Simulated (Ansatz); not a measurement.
Cost and result up the ladder for Si₄Ge₆ (10 atoms). Charge 0, multiplicity 1. Geometry: PBE-D4/def2-SVP.

| atom | x (Å) | y (Å) | z (Å) |
| --- | --- | --- | --- |
| Si1 | 0.1269 | 0.1508 | 1.6589 |
| Si2 | -1.3816 | -1.3921 | 0.0637 |
| Si3 | 0.9571 | -1.8485 | 0.1861 |
| Si4 | -2.1041 | 0.6877 | 1.2455 |
| Ge5 | -1.9179 | -0.6575 | -2.2768 |
| Ge6 | 1.9422 | 0.7847 | -0.4355 |
| Ge7 | 0.2947 | 2.5057 | 0.7886 |
| Ge8 | 0.6114 | -0.8335 | -1.9912 |
| Ge9 | -0.9592 | 1.3149 | -0.9836 |
| Ge10 | 2.4305 | -0.7121 | 1.7443 |

Ansatz on 4 threads of Intel Xeon on a shared host. Times are rough, and most runs start from the orbitals of an earlier one. PBE0-D4/def2-TZVP serves as the yardstick here, not as an exact answer. Differences are given only for rows in sets of like size (and for xTB, whose basis is part of the method), since another set adds its own error. Binding counts from free atoms at the same level (Si triplet, Ge triplet; other spins of the atoms weren't run), without zero-point energy or a counterpoise term.

Correlated methods freeze 74 core orbitals; core or outer-core shells of Ge are correlated, in sets that lack core-valence functions. The rows differ in basis, and correlated rows in double-zeta sets carry the largest basis error. The structure comes from a short search, and lower isomers may exist.

Correlated methods converge slowly with the basis, most of all in double-zeta sets.

```tsv
level	functions	wall time	binding energy per atom (eV)	difference from PBE0-D4/def2-TZVP (eV)
HF/STO-3G	144	11 s	3.10	–
PBE-D4/def2-SVP	264	17 s	3.58	–
PBE-D4/def2-TZVP (with forces)	436	43 s	3.61	0.15
PBE0-D4/def2-SVP	264	52 s	3.41	–
MP2/def2-SVP	264	70 s	3.31	–
r2SCAN-D4/def2-TZVP	436	88 s	3.48	0.02
PBE0-D4/def2-TZVP	436	2 min	3.46	0.00
```
